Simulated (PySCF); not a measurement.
**Polarisability and C₆ of Ar (argon, neutral)**

[Ar], closed-shell 1S. Calculation: PySCF 2.14, in aug-cc-pV(Q+d)Z with one added diffuse shell each of s, p, d, f, g type (8s7p6d4f3g, 114 functions); no relativity, point nucleus. Coupled (time-dependent) response in atomic units; α is the mean over directions.

```tsv
method	mean α (bohr³)	C₆ (like pair)	S(−4)
UHF	10.76	62.02	25.43
PBE	11.93	69.94	35.96
PBE0	11.42	66.44	31.04
r2SCANh	11.34	67.71	28.76
r2SCAN0	11.19	66.25	27.82
```

S(−4) is the Cauchy moment in α(ω) = α(0) + S(−4) ω² + …

Reference α: 11.083 ± 0.007 bohr³ (recommended; Schwerdtfeger and Nagle, table of static dipole polarizabilities (2023 update)). Published C₆: 64.20 (Chu and Dalgarno (2004); Tang, Norbeck and Certain (1976)).

α(iu) at UHF:

```
u (hartree)  α(iu) (bohr³)
          0          10.76
     0.0500          10.69
      0.100          10.51
      0.200          9.850
      0.300          8.953
      0.500          7.044
      0.750          5.097
       1.00          3.740
       1.50          2.181
       2.00          1.406
       3.00         0.7232
       5.00         0.3052
```
